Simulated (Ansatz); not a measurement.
`CC[CH2][GeH3]` → `C[CH2][GeH3]` + `[CH2]` (triplet)  (formal loss of a carbene)

Calculated with Ansatz (gas phase, PBE0-D4/def2-TZVP geometries, no zero-point term in ΔE). CCSD(T)/CBS adds triple-zeta CCSD(T) − MP2 to the extrapolated MP2 energy (def2 sets, frozen cores). This one scheme is used for every species. Triplets are unrestricted, without spin–orbit coupling. For Ge outer-core shells are correlated without core-valence functions, which leaves a few kJ/mol of doubt a bond. Scalar relativity is left out up to krypton. One conformer a species, not always the lowest.

| species | CCSD(T)/CBS(def2) energy (Eh) |
| --- | --- |
| `CC[CH2][GeH3]` | -2196.28659 |
| `C[CH2][GeH3]` | -2157.02491 |
| `[CH2]` (triplet) | -39.09499 |

Problem. Work out ΔE.

Solution. ΔE = (-2157.02491) + (-39.09499) − (-2196.28659) = 0.16669 Eh = +4.54 eV.

Largest T1 diagnostic among the species: 0.011.

From BLYP to BHLYP (50 % exact exchange), in def2-TZVPP and without D4, ΔE moves by −0.03 eV. Leaving LDA and LC-ωPBE aside and taking each functional with its dispersion term where it has one, the values, not all of them listed here, spread over 0.39 eV, from r2SCAN0-D4 to ωB97X-V. LDA lies +0.77 eV from PBE without D4.
